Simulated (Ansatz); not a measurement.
A made-up structure of Si2HClO, closed shell:

```
5
angstrom
O -0.4137 0.2347 1.0683
Si -0.5542 1.4020 -0.1107
Si 1.3923 -1.1959 0.2210
Cl -0.5212 -1.9544 -0.3738
H 0.4106 1.5675 -1.1394
```

It is relaxed with PBE-D4/def2-SVP and then PBE0-D4/def2-TZVP (Ansatz 0.2.0). Atoms count as bonded within 1.22 times the sum of their covalent radii (H–H: 0.88 Å). The end point is not checked to be a true minimum.

Task: Does its bonding change? (Judge from chemistry; the calculation decides.)

Result: By the calculation: Yes. Formed: O1–Si3, Si2–Si3, Si2–Cl4, Si3–H5; broken: none.

Where it ends: The first stage lowers the energy by 3.18 eV in 20 steps. It ends as Si₂HClO ([H]1[Si]23[O][Si]12[Cl]3):
| atom | x (Å) | y (Å) | z (Å) |
| --- | --- | --- | --- |
| O1 | 0.0471 | 0.3878 | 1.2270 |
| Si2 | -0.8471 | 0.8330 | -0.1359 |
| Si3 | 1.1768 | -0.3998 | 0.2477 |
| Cl4 | -0.7211 | -1.4755 | -0.7076 |
| H5 | 0.6579 | 0.7082 | -0.9657 |

Labels in which every atom is bracketed show which atoms are joined, not bond orders.

For scale, one of the runs: PBE0-D4/def2-TZVP relaxation, 148 basis functions, launched by `ansatz run in.yaml --threads 2 --pin off --events-out ev --progress --plain --max-ram 4352MiB`. Hardware: 2 CPU threads of an Intel Xeon Platinum 8488C, shared host. Wall time about 19 s.
